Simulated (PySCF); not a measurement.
Vertical excitations of a molecule C2H7NSi2 from TDDFT-PBE/def2-SVPD (PySCF 2.14.0), as energy in eV (oscillator strength): 3.94 (0.000), 4.66 (0.001), 5.25 (0.012), 5.54 (0.006), 5.82 (0.018), 5.88 (0.055), 6.14 (0.006), 6.17 (0.010), 6.19 (0.023), 6.21 (0.004). Lowest triplet (TDA): 3.15 eV. The structure is a stationary point at ωB97X-D3(BJ)/def2-SVP. One conformer was computed; it need not be the lowest.

**Question.** Which molecule gave these data?
A. C#C[SiH2]N[SiH3]
B. [SiH3][C@H]1N=C[SiH2]1
C. C#C[Si@@H](N)[SiH3]
D. C1=N[SiH2]C[SiH2]1

**Answer.** B, [SiH3][C@H]1N=C[SiH2]1
